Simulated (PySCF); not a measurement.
Job for PySCF: R-B3LYP/3-21G on CH3NO2 (a complex), monomers drawn apart or pushed together.

```python
from pyscf import gto, scf, dft, mp
from pyscf.data.elements import chemcore

mol = gto.M(
    atom='''
    N    -0.14805537   -0.12973528    0.57902812
    H     0.76523983   -0.07982703    0.14215747
    H    -0.58445209   -0.98922504    0.26534908
    H    -0.70112087    0.64117481    0.22264222
    O     0.78330340   -0.92037407    3.17323067
    C     0.03185503   -0.03664267    3.15841208
    O    -0.71483821    0.84965447    3.21243210
    ''',
    basis='3-21g',
    charge=0, spin=0, verbose=3, max_memory=1800)
mf = dft.RKS(mol, xc='b3lyp')
mf.conv_tol = 1e-8
mf.max_cycle = 100
mf.kernel()
if not mf.converged:
    mf = mf.newton().run(mf.mo_coeff, mf.mo_occ)
```

It printed:

```
converged SCF energy = -243.761045732819
```

Self-consistency was reached.

Cost: about 1.5 core-seconds (a rough figure).
